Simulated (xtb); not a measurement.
xtb input (GFN2-xTB):

```bash
xtb mol.xyz --gfn 2 --ohess tight --chrg 0 --uhf 0
```
mol.xyz:
```
5

F     -1.36988408    -0.74781316    -1.36472501
Ge    -0.67505502     0.06309668     0.02624877
F     -1.20434827     1.62859104     0.05507740
F     -1.25797050    -0.72946585     1.39503742
Br     1.56930699    -0.06691386    -0.04536187
```

Output:

```
           -------------------------------------------------
          |                Calculation Setup                |
           -------------------------------------------------

           -------------------------------------------------
          |                 G F N 2 - x T B                 |
           -------------------------------------------------

        Reference                      10.1021/acs.jctc.8b01176
      * Hamiltonian:
        H0-scaling (s, p, d)           1.850000    2.230000    2.230000
        zeta-weighting                 0.500000
      * Dispersion:
        s8                             2.700000
        a1                             0.520000
        a2                             5.000000
        s9                             5.000000
      * Repulsion:
        kExp                           1.500000    1.000000
        rExp                           1.000000
      * Coulomb:
        alpha                          2.000000
        third order                    shell-resolved
        anisotropic                    true
        a3                             3.000000
        a5                             4.000000
        cn-shift                       1.200000
        cn-exp                         4.000000
        max-rad                        5.000000

          ...................................................
          :                      SETUP                      :
          :.................................................:
          :  # basis functions                  32          :
          :  # atomic orbitals                  30          :
          :  # shells                           12          :
          :  # electrons                        32          :
          :  max. iterations                   250          :
          :  Hamiltonian                  GFN2-xTB          :
          :  restarted?                      false          :
          :  GBSA solvation                  false          :
          :  PC potential                    false          :
          :  electronic temp.          300.0000000     K    :
          :  accuracy                    1.0000000          :
          :  -> integral cutoff          0.2500000E+02      :
          :  -> integral neglect         0.1000000E-07      :
          :  -> SCF convergence          0.1000000E-05 Eh   :
          :  -> wf. convergence          0.1000000E-03 e    :
          :  Broyden damping             0.4000000          :
          :  net charge                          0          :
          :  unpaired electrons                  0          :
          ...................................................

 iter      E             dE          RMSdq      gap      omega  full diag
   1    -19.6874148 -0.196874E+02  0.139E+01    5.35       0.0  T
   2    -19.3345743  0.352840E+00  0.161E+01    8.07       1.0  T
   3    -20.3828014 -0.104823E+01  0.413E+00    5.78       1.0  T
   4    -20.3116607  0.711407E-01  0.588E+00    5.22       1.0  T
   5    -20.3880083 -0.763476E-01  0.110E+00    5.56       1.0  T
   6    -20.3877742  0.234109E-03  0.866E-01    5.54       1.0  T
[...]
           -------------------------------------------------

      molecular mass/u    :      209.5262874
   center of mass at/Å    :        0.0403009       0.0025439      -0.0064068
  moments of inertia/u·Å² :        0.1386375E+03   0.4001346E+03   0.4001871E+03
rotational constants/cm⁻¹ :        0.1215951E+00   0.4212991E-01   0.4212438E-01

 * 4 selected distances

     #   Z          #   Z                                           value/Å
     1   9 F        2  32 Ge                                      1.7040309
     2  32 Ge       3   9 F                                       1.7037644 (min)
     2  32 Ge       4   9 F                                       1.7042155
     2  32 Ge       5  35 Br                                      2.2257176 (max)

 * 2 distinct bonds (by element types)

   Z      Z             #   av. dist./Å        max./Å        min./Å
   9 F   32 Ge          3     1.7040036     1.7042155     1.7037644
  32 Ge  35 Br          1     2.2257176     2.2257176     2.2257176

           -------------------------------------------------
          |               Frequency Printout                |
           -------------------------------------------------
 projected vibrational frequencies (cm⁻¹)
eigval :       -0.00    -0.00    -0.00     0.00     0.00     0.00
eigval :      109.70   109.80   164.28   164.36   175.39   303.82
eigval :      489.18   521.89   522.31
 reduced masses (amu)
   1: 73.72   2: 51.31   3: 41.51   4: 65.46   5: 37.28   6: 38.16   7: 32.52   8: 32.51
   9: 30.30  10: 30.30  11: 34.84  12: 61.41  13: 33.46  14: 32.90  15: 32.90
 IR intensities (km·mol⁻¹)
   1:  0.01   2:  0.01   3:  0.01   4:  0.00   5:  0.01   6:  0.01   7:  6.19   8:  6.19
Molecule has the following symmetry elements: (C3) 3*(sigma)
It seems to be the C3v point group
   9: 30.11  10: 30.06  11: 68.11  12: 15.36  13:115.73  14:115.63  15:115.57
 Raman intensities (Ä⁴*amu⁻¹)
   1:  0.00   2:  0.00   3:  0.00   4:  0.00   5:  0.00   6:  0.00   7:  0.00   8:  0.00
   9:  0.00  10:  0.00  11:  0.00  12:  0.00  13:  0.00  14:  0.00  15:  0.00
 output can be read by thermo (or use thermo option).
 writing <g98.out> molden fake output.
 recommended (thermochemical) frequency scaling factor: 1.0
           -------------------------------------------------
          |             Thermodynamic Functions             |
           -------------------------------------------------

c3v symmetry found (for desy threshold:  0.10E+00) used in thermo

          ...................................................
          :                      SETUP                      :
          :.................................................:
          :  # frequencies                           9      :
          :  # imaginary freq.                       0      :
          :  linear?                             false      :
          :  only rotor calc.                    false      :
          :  symmetry                              c3v      :
          :  rotational number                       3      :
          :  scaling factor                  1.0000000      :
          :  rotor cutoff                   50.0000000 cm⁻¹ :
          :  imag. cutoff                  -20.0000000 cm⁻¹ :
          :.................................................:

    mode    ω/cm⁻¹     T·S(HO)/kcal·mol⁻¹    T·S(FR)/kcal·mol⁻¹   T·S(vib)
   ------------------------------------------------------------------------
       1    109.70    -0.97622 ( 95.86%)    -0.82365 (  4.14%)    -0.96991
       2    109.80    -0.97570 ( 95.88%)    -0.82338 (  4.12%)    -0.96942
       3    164.28    -0.74535 ( 99.15%)    -0.70406 (  0.85%)    -0.74500
       4    164.36    -0.74510 ( 99.15%)    -0.70392 (  0.85%)    -0.74475
       5    175.39    -0.70867 ( 99.34%)    -0.68468 (  0.66%)    -0.70852
   ------------------------------------------------------------------------

   temp. (K)  partition function   enthalpy   heat capacity  entropy
                                   cal/mol     cal/K/mol   cal/K/mol   J/K/mol
 298.15  VIB   58.7                 2719.910     14.771     17.170
         ROT  0.120E+06              888.752      2.981     26.222
         INT  0.704E+07             3608.662     17.752     43.392
         TR   0.293E+28             1481.254      4.968     41.904
         TOT                        5089.9159    22.7203    85.2959   356.8782

       T/K    H(0)-H(T)+PV         H(T)/Eh          T*S/Eh         G(T)/Eh
   ------------------------------------------------------------------------
    298.15    0.811130E-02    0.139451E-01    0.405269E-01   -0.265818E-01
   ------------------------------------------------------------------------

         :::::::::::::::::::::::::::::::::::::::::::::::::::::
         ::                  THERMODYNAMIC                  ::
         :::::::::::::::::::::::::::::::::::::::::::::::::::::
         :: total free energy         -20.398050756942 Eh   ::
         ::.................................................::
         :: total energy              -20.371468982713 Eh   ::
         :: zero point energy           0.005833784190 Eh   ::
         :: G(RRHO) w/o ZPVE           -0.032415558420 Eh   ::
         :: G(RRHO) contrib.           -0.026581774230 Eh   ::
         :::::::::::::::::::::::::::::::::::::::::::::::::::::

optimized geometry written to: xtbopt.xyz

           -------------------------------------------------
          | TOTAL ENERGY              -20.371468982713 Eh   |
          | TOTAL ENTHALPY            -20.357523901295 Eh   |
          | TOTAL FREE ENERGY         -20.398050756942 Eh   |
          | GRADIENT NORM               0.000243246755 Eh/α |
          | HOMO-LUMO GAP               5.503035322982 eV   |
           -------------------------------------------------

------------------------------------------------------------------------
Note: The following floating-point exceptions are signalling: IEEE_DENORMAL
normal termination of xtb
------------------------------------------------------------------------
 total:
 SCF:
 ANC optimizer:
 analytical hessian:
```
